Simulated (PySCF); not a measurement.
## Two-component Hartree-Fock for Cu⁺ (copper, charge +1)

Start: [Ar] 3d10. Calculated with PySCF 2.14 in x2c-QZVPPall-2c (11s9p6d4f2g, 114 functions): generalised Hartree-Fock with the X2C-1e Hamiltonian and a Gaussian nucleus; one run each with spin-orbit coupling (SO) switched off, then screened by Boettger's factors.

```
spinor shell  electrons  ε, spin-free (eV)  ε, screened SO (eV)  weight of nominal j (screened SO)  rms radius, screened SO (bohr)
       1s1/2          2            -9056.2              -9056.1                              1.000                          0.0601
       2s1/2          2            -1142.0              -1142.0                              1.000                           0.254
       2p1/2          2            -982.64              -996.77                              1.000                           0.226
       2p3/2          4            -982.64              -975.78                              1.000                           0.229
       3s1/2          2            -148.88              -148.88                              1.000                           0.767
       3p1/2          2            -100.20              -102.07                              1.000                           0.812
       3p3/2          4            -100.20              -99.291                              1.000                           0.822
       3d3/2          4            -21.844              -22.063                              1.000                            1.13
       3d5/2          6            -21.844              -21.701                              1.000                            1.14
```

```csv
quantity,spin-free,screened SO
E (hartree),-1652.92599,-1652.96796
M_J,0,0
⟨J²⟩,0.000,0.000
⟨L²⟩,0.000,0.002
⟨S²⟩,0.000,0.002
```

Without spin-orbit coupling the j labels of p, d and f shells carry no meaning; the spin-free column gives the mean over the occupied spinors of each nl shell.
